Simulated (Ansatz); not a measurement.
Consider the formal exchange of groups at a B–H bond: `[BH2][AlH][CH3]` + `C=C(Cl)C(C)O` → `[CH3][AlH][BH]O` + `C=C(Cl)CC`.

Computed with Ansatz on PBE0-D4/def2-TZVP structures; ΔE is electronic, products minus reactants. CCSD(T)/CBS is the MP2 limit (def2-TZVPP, def2-QZVPP) plus CCSD(T) − MP2 in def2-TZVPP, frozen cores. DFT in def2-TZVPP. B3LYP here is the variant with VWN-RPA as its local correlation; programs differ in this. Each species was taken in one conformer, which may not be the lowest.

```csv
level,ΔE (kJ/mol),difference from CCSD(T)/CBS
PBE0-D4,-208.4,0.2
B3LYP-D4,-209.8,-1.2
B2PLYP,-212.9,-4.3
r2SCAN,-208.9,-0.3
PBE0,-209.8,-1.2
B3LYP,-212.4,-3.8
HF/def2-TZVPP,-199.9,8.7
MP2/def2-TZVPP,-214.0,-5.4
SCS-MP2/def2-TZVPP,-210.3,-1.7
CCSD/def2-TZVPP,-206.4,2.2
HF/def2-QZVPP,-200.6,8.0
MP2/def2-QZVPP,-214.6,-6.0
SCS-MP2/def2-QZVPP,-211.1,-2.5
HF/CBS(def2),-200.7,7.9
MP2/CBS(def2),-214.6,-6.0
CCSD/CBS(def2),-207.0,1.6
CCSD(T)/CBS,-208.6,0
```

Largest T1 diagnostic among the species: 0.013.

In def2-TZVPP, CCSD(T) changes the Hartree–Fock value by −8.1 kJ/mol (the triples alone add −1.6 kJ/mol) and MP2 by −14.1 kJ/mol.
